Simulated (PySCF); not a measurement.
Question: What does the PBE0-D3(BJ)/def2-SVP structure of `CB(C)/C1=C\CCCCCC1` look like in three dimensions?

Answer: 
```xyz
30
C10H19B angstrom
C      2.180    1.121   -0.798
B      1.291   -0.163   -0.584
C      1.618   -1.428   -1.471
C      0.197   -0.212    0.534
C     -0.590    0.837    0.872
C     -1.004    1.920   -0.054
C     -2.341    1.430   -0.665
C     -2.349   -0.025   -1.158
C     -2.540   -1.147   -0.102
C     -1.364   -2.090    0.199
C     -0.249   -1.534    1.110
H      1.859    2.025   -0.261
H      2.334    1.355   -1.865
H      3.185    0.855   -0.416
H      2.642   -1.424   -1.876
H      0.940   -1.393   -2.346
H      1.429   -2.395   -0.980
H     -1.268    0.710    1.730
H     -0.270    2.059   -0.861
H     -1.164    2.893    0.440
H     -3.143    1.552    0.085
H     -2.607    2.099   -1.501
H     -3.175   -0.105   -1.884
H     -1.433   -0.217   -1.744
H     -3.362   -1.792   -0.454
H     -2.913   -0.711    0.841
H     -1.764   -3.008    0.664
H     -0.920   -2.413   -0.758
H     -0.655   -1.393    2.127
H      0.561   -2.277    1.187
```

Any rigid rotation of these coordinates is as good. Atoms count from 1 in this order. The 8-membered ring C4–C5–C6–C7–C8–C9–C10–C11 has internal angles of 104.8° to 124.9°; it is puckered, 0.31 Å rms from its mean plane. The 8 C–C bonds span 1.354 Å (C4=C5, drawn double) to 1.553 Å (C8–C9, drawn single), a spread of 0.199 Å. B2 (three-coordinate boron) is planar (angles 121.4°, 121.1° and 117.4°, sum 359.9°, 0.03 Å off the plane of its three neighbours). Of the pairs four or more bonds apart, C5···C9 is among the closest relative to their van der Waals radii: 2.95 Å, 87 % of the sum of Bondi's values.

Bonds between heavy atoms (Å): C1–B2 1.577, B2–C3 1.579, B2–C4 1.566, C4=C5 1.354, C5–C6 1.484, C6–C7 1.550, C7–C8 1.536, C8–C9 1.553, C9–C10 1.537, C10–C11 1.543, C4–C11 1.509.

Method: PBE0-D3(BJ)/def2-SVP geometry optimisation, gas phase (PySCF).

Point group: C1 (no symmetry element, even within 0.4 Å). No PBE0-D3(BJ)/def2-SVP frequencies stand behind this structure, so it isn't proved a minimum. One conformer, not necessarily the lowest (C1–B2–C4–C5 38°, C4–C5–C6–C7 91°, C5–C6–C7–C8 -47°, C6–C7–C8–C9 80°, C7–C8–C9–C10 -112°).
